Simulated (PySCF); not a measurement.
Species: C4H5ClSi.
Numbering: `[Cl:1][C:2]1=[CH:3][SiH2:4][CH:5]=[CH:6]1` (hydrogens: H7 on C3; H8, H9 on Si4; H10 on C5; H11 on C6)

Structure used (PBE0-D3(BJ)/def2-SVP), in Å, numbered top down from 1:
```
atom  x, y, z in Å
Cl1    1.286   -0.010   -0.109
C2    -0.433   -0.138   -0.256
C3    -1.111   -1.302   -0.265
Si4   -2.913   -0.834   -0.451
C5    -2.530    1.003   -0.498
C6    -1.195    1.128   -0.379
H7    -0.617   -2.270   -0.183
H8    -3.766   -1.236    0.707
H9    -3.541   -1.351   -1.705
H10   -3.190    1.867   -0.591
H11   -0.649    2.077   -0.367
```

Method used: core-valence-separated Tamm–Dancoff BHandHLYP/aug-pcX-1 (pcseg-1 on H, def2-SVPD on Si, def2-SVPD on Cl) in PySCF, non-relativistic, gas phase, PBE0-D3(BJ)/def2-SVP geometry. Absolute energies from this functional tend to lie a few eV below measured edges; no shift was applied.

Q: Give energies, oscillator strengths and core holes at the C K edge.

A: 
```tsv
E (eV)	f	core hole on	main final orbital	polarisation
281.70	0.0513	C5	LUMO (80 %)	normal to the local trigonal plane
281.85	0.0473	C3	LUMO (79 %)	normal to the local trigonal plane
282.46	0.0520	C6	LUMO (75 %)	normal to the local trigonal plane
283.72	0.0581	C2	LUMO (74 %)	normal to the local trigonal plane
285.70	0.0095	C5	LUMO+1 (57 %)	in the local trigonal plane
285.76	0.0102	C3	LUMO+1 (53 %)	in the local trigonal plane
285.79	0.0129	C3	spread	in the local trigonal plane
285.95	0.0619	C2	spread	in the local trigonal plane
286.09	0.0199	C5	LUMO+2 (31 %)	in the local trigonal plane
286.46	0.0158	C6	LUMO+5 (40 %)	normal to the local trigonal plane
286.49	0.0213	C6	LUMO+2 (56 %)	in the local trigonal plane
286.68	0.0026	C3	LUMO+5 (64 %)	normal to the local trigonal plane
286.75	0.0020	C3	spread	in the local trigonal plane
286.81	0.0035	C5	LUMO+5 (62 %)	normal to the local trigonal plane
286.85	0.0085	C5	LUMO+6 (47 %)	in the local trigonal plane
287.03	0.0156	C3	LUMO+4 (43 %)	in the local trigonal plane
287.26	0.0018	C5	spread	in the local trigonal plane
287.33	0.0020	C3	LUMO+7 (37 %)	in the local trigonal plane
```

The first line with a tenth or more of the strongest one's intensity is at 281.70 eV (f = 0.051), with the hole on C5 (alkene CH carbon), polarised normal to the local trigonal plane: a 1s→π* resonance. The strongest listed is at 285.95 eV (f = 0.062; C2).

Roots within 0.03 eV whose holes lie on the same, on equivalent or on shared atoms are summed into one line, and the highest roots are left out, as the search may have cut off their partners. Final orbitals are the ground state's empty Kohn–Sham orbitals.

Q: What are the wavelength and the wavenumber of the 281.70 eV line?

A: λ = 12398.42 eV Å/281.70 eV = 44.013 Å; 2.2721 × 10⁶ cm⁻¹.

The list ends where the root search ended, not at a threshold.

The run took 11 s on Arm Neoverse V2, one thread, shared host with 96 logical CPUs at a one-minute load of 27, and the process peaked at 0.86 GiB of memory.
